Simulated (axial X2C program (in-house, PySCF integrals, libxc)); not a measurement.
**Low determinants of WF at the PBE0 level, spin-free**

All values were computed with an in-house all-electron X2C program for linear molecules (integrals from PySCF). Spin-free means the one-electron spin-free X2C Hamiltonian. Basis: W dyall-cv3z [13s14p9d7f4g], F dyall-av3z [7s6p3d2f] (cores contracted in-house); Gaussian nuclei, density fitting, unrestricted open shells. Masses: W 183.951 u, F 18.998 u.

Search at 1.891 Å (vertical energies from the lowest determinant):

```csv
ΔE (eV),state,electrons beyond evenly filled partner blocks,"electrons in σ, π, δ, φ"
0.00,"M_S = 5/2, Λ = 0","σα, π+α, π-α, δ+α, δ-α",31 34 14 4
0.90,"M_S = 3/2, Λ = 1","π+α, δ+α, δ-α",32 33 14 4
1.24,"M_S = 5/2, Λ = 1","2 × σα, π+α, δ+α, δ-α",32 33 14 4
1.27,"M_S = 3/2, Λ = 2","π+α, π-α, δ+α",32 34 13 4
1.81,"M_S = 3/2, Λ = 0","σβ, π+α, π-α, δ+α, δ-α",31 34 14 4
2.28,"M_S = 3/2, Λ = 1","σα, π-α, δ+α, δ+β, δ-α",31 33 15 4
2.28,"M_S = 3/2, Λ = 3","σα, π+α, δ+α, δ+β, δ-α",31 33 15 4
```

Lowest determinant, M_S = 5/2, Λ = 0 (beyond evenly filled blocks: σα, π+α, π-α, δ+α, δ-α): Re = 1.885 Å, ωe = 645.4 cm⁻¹.

The determinant in row 2 of the search, M_S = 3/2, Λ = 1 (beyond evenly filled blocks: π+α, δ+α, δ-α), was followed along the bond at PBE0; measured from the minimum of the lowest determinant it gives:

Te = 0.803 eV (6478 cm⁻¹), Re = 1.807 Å, ωe = 732.2 cm⁻¹.

Problem. Compare the bond of the determinant in row 2 with that of the lowest one.

Solution. At PBE0 its Re is 0.078 Å shorter and its force constant, which goes as ωe², is 1.29 times that of the lowest determinant. This determinant mixes spin states, so it has no term energy of its own.

The search compares states at one distance, so a state with another bond length can lie lower; it is not exhaustive and yields mostly the lowest determinant of each block pattern, so other components and higher states of one pattern are missing. These are energies of single determinants, not of spin-adapted states; PBE0 term energies can be off by some tenths of an eV, and the functional has no current term. The lowest determinant need not be the ground state where others lie within half an eV. Spin–orbit coupling is large for these atoms, so the spin-free order is a model. Row 2 is spin-contaminated (⟨S²⟩ = 3.83 against 3.75), so its values are not those of a pure state.
